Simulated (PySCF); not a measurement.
## `C=C(CC#N)[Se]C`, C₅H₇NSe

Geometry:
```csv
atom,x (Å),y (Å),z (Å)
C1,-0.051,-1.208,0.051
C2,-0.365,0.074,-0.037
C3,-1.772,0.610,-0.149
C4,-2.776,-0.393,0.092
N5,-3.574,-1.188,0.286
Se6,0.917,1.510,-0.060
C7,2.596,0.535,0.037
H8,-0.816,-1.968,0.059
H9,0.965,-1.553,0.121
H10,-1.912,1.426,0.570
H11,-1.924,1.025,-1.153
H12,2.686,-0.123,-0.824
H13,2.638,-0.026,0.967
H14,3.388,1.279,0.018
```

Method: GIAO KT3/pcSseg-1 magnetisability, rotational g tensor and spin-rotation constants, non-relativistic, gas phase in PySCF 2.14.0. Geometry: GFN2-xTB.

The calculation is non-relativistic, which matters for the atoms heavier than Zn.

Question: What are the magnetisability and the molar susceptibility?

Answer: Isotropic -1341 × 10⁻³⁰ J/T², or -80.8 × 10⁻⁶ cm³/mol; principal values -1421, -1356, -1248 × 10⁻³⁰ J/T², anisotropy 151 × 10⁻³⁰ J/T² (root of half the summed squared differences of the principal values). The susceptibility is in cgs units.

Question: Split it along the inertial axes a, b, c into diamagnetic and paramagnetic parts about the centre of mass, with the quadrupole moment.

Answer: 
```
axis  χ (10⁻⁶ cm³/mol)  diamagnetic (10⁻⁶ cm³/mol)  paramagnetic (10⁻⁶ cm³/mol)  summed x² of all electrons (Å²)  quadrupole Θ (D Å)
   a             -82.0                      -344.5                        262.5                            309.9              -15.20
   b             -75.3                     -1380.2                       1304.9                             65.8              +11.92
   c             -85.0                     -1594.2                       1509.2                             15.4               +3.29
```
Anisotropies 2χaa − χbb − χcc = -3.7 and 2χbb − χaa − χcc = +16.4 × 10⁻⁶ cm³/mol. Θ is traceless in Buckingham's convention.

Question: And the rotational g tensor?

Answer: 
| axis | rotational constant (GHz) | g | nuclear part | electronic part |
| --- | --- | --- | --- | --- |
| a | 5.2331 | -0.0304 | 0.6150 | -0.6454 |
| b | 0.8636 | -0.0142 | 0.5152 | -0.5294 |
| c | 0.7502 | -0.0071 | 0.5248 | -0.5319 |

Asymmetric top; isotopes 12C, 1H, 14N, 80Se; no vibrational averaging.
